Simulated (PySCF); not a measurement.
HBeF (SMILES [BeH][F]), singlet, geometry from GFN2-xTB (such geometries of metal compounds can be far from the true shape), with bond 2-1 at 1.4 times its length; CASSCF(2,2)/def2-SVP (PySCF).

Here is a job for PySCF.
```python
from pyscf import gto, scf, mcscf
import numpy

mol = gto.Mole()
mol.atom = '''
    Be   -0.00000000   -0.00000000   -0.79291230
    H     0.00000000    0.00000000   -2.56066125
    F     0.00000000    0.00000000    0.58080437
'''
mol.basis = 'def2-svp'
mol.verbose = 4
mol.build()

mf = scf.RHF(mol)
mf.kernel()
mc = mcscf.CASSCF(mf, 2, 2)
mc.fix_spin_(ss=0.0)
mc.kernel()
occ = numpy.linalg.eigvalsh(mc.fcisolver.make_rdm1(mc.ci, mc.ncas, mc.nelecas))[::-1]
ss = mc.fcisolver.spin_square(mc.ci, mc.ncas, mc.nelecas)[0]
print('natural occupations', occ.round(4), ' <S^2>', round(ss, 4))
```

It wrote (shortened):

```
PySCF version 2.14.0

[INPUT] verbose = 4
[INPUT] num. atoms = 3
[INPUT] num. electrons = 14
[INPUT] charge = 0
[INPUT] spin (= nelec alpha-beta = 2S) = 0
[INPUT] symmetry False subgroup None
[INPUT] Mole.unit = angstrom
[INPUT] Symbol           X                Y                Z      unit          X                Y                Z       unit  Magmom
[INPUT]  1 Be     0.000000000000   0.000000000000  -0.792912300000 AA    0.000000000000   0.000000000000  -1.498387087799 Bohr   0.0
[INPUT]  2 H      0.000000000000   0.000000000000  -2.560661250000 AA    0.000000000000   0.000000000000  -4.838948460286 Bohr   0.0
[INPUT]  3 F      0.000000000000   0.000000000000   0.580804370000 AA    0.000000000000   0.000000000000   1.097561191251 Bohr   0.0

nuclear repulsion = 16.5812106146155
number of shells = 14
number of NR pGTOs = 50
number of NR cGTOs = 28
basis = def2-svp
ecp = {}

******** <class 'pyscf.scf.hf.RHF'> ********
method = RHF
initial guess = minao
damping factor = 0
level_shift factor = 0
DIIS = <class 'pyscf.scf.diis.CDIIS'>
diis_start_cycle = 1
diis_space = 8
diis_damp = 0
SCF conv_tol = 1e-09
SCF conv_tol_grad = None
SCF max_cycles = 50
direct_scf = True
direct_scf_tol = 1e-13
Set gradient conv threshold to 3.16228e-05
Initial guess from minao.
init E= -114.357631549622
  HOMO = -0.370280268642405  LUMO = -0.0136443606743373  gap/eV = 9.70456
cycle= 1 E= -114.518236566788  delta_E= -0.161  |g|= 0.512  |ddm|= 1.41
  HOMO = -0.452291156381503  LUMO = 0.0689038517875069  gap/eV = 14.18244
cycle= 2 E= -114.568057742003  delta_E= -0.0498  |g|= 0.336  |ddm|= 0.565
  HOMO = -0.433584612741726  LUMO = 0.0737459434870988  gap/eV = 13.80517
cycle= 3 E= -114.5863582433  delta_E= -0.0183  |g|= 0.03  |ddm|= 0.196
  HOMO = -0.422422590803595  LUMO = 0.0784810568424339  gap/eV = 13.63028
cycle= 4 E= -114.58701029141  delta_E= -0.000652  |g|= 0.00397  |ddm|= 0.0669
  HOMO = -0.422745225767299  LUMO = 0.0779865976275422  gap/eV = 13.62561
cycle= 5 E= -114.587022229627  delta_E= -1.19e-05  |g|= 0.000553  |ddm|= 0.0101
  HOMO = -0.422811420474241  LUMO = 0.0779138599619094  gap/eV = 13.62543
cycle= 6 E= -114.587022381168  delta_E= -1.52e-07  |g|= 6.57e-05  |ddm|= 0.00106
  HOMO = -0.422804633850542  LUMO = 0.0779140247389849  gap/eV = 13.62525
cycle= 7 E= -114.587022383148  delta_E= -1.98e-09  |g|= 9.5e-06  |ddm|= 0.000118
  HOMO = -0.422804155232781  LUMO = 0.0779141628867936  gap/eV = 13.62524
cycle= 8 E= -114.587022383196  delta_E= -4.75e-11  |g|= 1.73e-06  |ddm|= 1.45e-05
  HOMO = -0.422803847525638  LUMO = 0.0779142532808672  gap/eV = 13.62523
Extra cycle  E= -114.587022383197  delta_E= -1.36e-12  |g|= 5.6e-07  |ddm|= 2.34e-06
converged SCF energy = -114.587022383197

******** <class 'pyscf.mcscf.mc1step.CASSCF'> ********
CAS (1e+1e, 2o), ncore = 6, nvir = 20
max_cycle_macro = 50
max_cycle_micro = 4
conv_tol = 1e-07
conv_tol_grad = None
orbital rotation max_stepsize = 0.02
orbital rotation threshold for CI restart = 0.01
augmented hessian ah_max_cycle = 30
augmented hessian ah_conv_tol = 1e-12
augmented hessian ah_linear dependence = 1e-14
augmented hessian ah_level shift = 1e-08
augmented hessian ah_start_tol = 2.5
augmented hessian ah_start_cycle = 3
augmented hessian ah_grad_trust_region = 3
kf_trust_region = 3
kf_interval = 4
ci_response_space = 4
ci_grad_trust_region = 3
with_dep4 0
natorb = False
canonicalization = True
sorting_mo_energy = False
ao2mo_level = 2
internal_rotation = False
******** <class 'pyscf.fci.addons.SpinPenaltyFCISolver'> ********
max. cycles = 50
conv_tol = 1e-08
davidson only = True
linear dependence = 1e-12
level shift = 0.001
max iter space = 12
nroots = 1
pspace_size = 400
spin = None
CASCI E = -114.589038333273  S^2 = 0.0000000
Set conv_tol_grad to 0.000316228
macro iter   1 ( 21 JK    4 micro), CASSCF E = -114.599830098622  dE = -1.07917653e-02  S^2 = 0.0000000
               |grad[o]|=0.00822  |grad[c]|=0.0178  |ddm|=0.0375  |maxRot[o]|=0.311
macro iter   2 ( 21 JK    4 micro), CASSCF E = -114.608537303629  dE = -8.70720501e-03  S^2 = 0.0000000
               |grad[o]|=0.0234  |grad[c]|=0.00887  |ddm|=0.0275  |maxRot[o]|=0.308
macro iter   3 (  9 JK    3 micro), CASSCF E = -114.608583912610  dE = -4.66089812e-05  S^2 = 0.0000000
               |grad[o]|=0.00401  |grad[c]|=5.57e-05  |ddm|=0.00162  |maxRot[o]|=0.0165
macro iter   4 (  1 JK    1 micro), CASSCF E = -114.608583912610  dE =  0.00000000e+00  S^2 = 0.0000000
               |grad[o]|=1.88e-05  |grad[c]|=2.53e-07  |ddm|=    0  |maxRot[o]|=    0
1-step CASSCF converged in   4 macro ( 52 JK  12 micro) steps
CASSCF canonicalization
Density matrix diagonal elements [1.9459215 0.0540785]
CASSCF energy = -114.608583912610
CASCI E = -114.608583912610  E(CI) = -1.35032476447988  S^2 = 0.0000000
natural occupations [1.9461 0.0539]  <S^2> 0.0
```
